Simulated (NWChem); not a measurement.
# ZrO; SMILES [O]=[Zr]

```xyz
2

Zr     0.0000     0.0000    -0.2846
O      0.0000     0.0000     1.4524
```
Atoms are numbered in this order, from 1.

All runs use the structure optimised with PBE0/def2-SVP. def2 effective core potentials on Zr; no spin-orbit coupling.

Task: List the 4 lowest vertical singlet excitations from PBE/def2-TZVPD with def2 effective core potentials on Zr, TDA (NWChem).

Result: 
| state | energy (eV) | oscillator strength | leading excitation (squared amplitude) |
|---|---|---|---|
| S1 | 0.62 | 0.000 | HOMO → LUMO+1 (1.00) |
| S2 | 0.62 | 0.000 | HOMO → LUMO (1.00) |
| S3 | 2.25 | 0.075 | HOMO → LUMO+2 (0.94) |
| S4 | 2.25 | 0.075 | HOMO → LUMO+3 (0.94) |
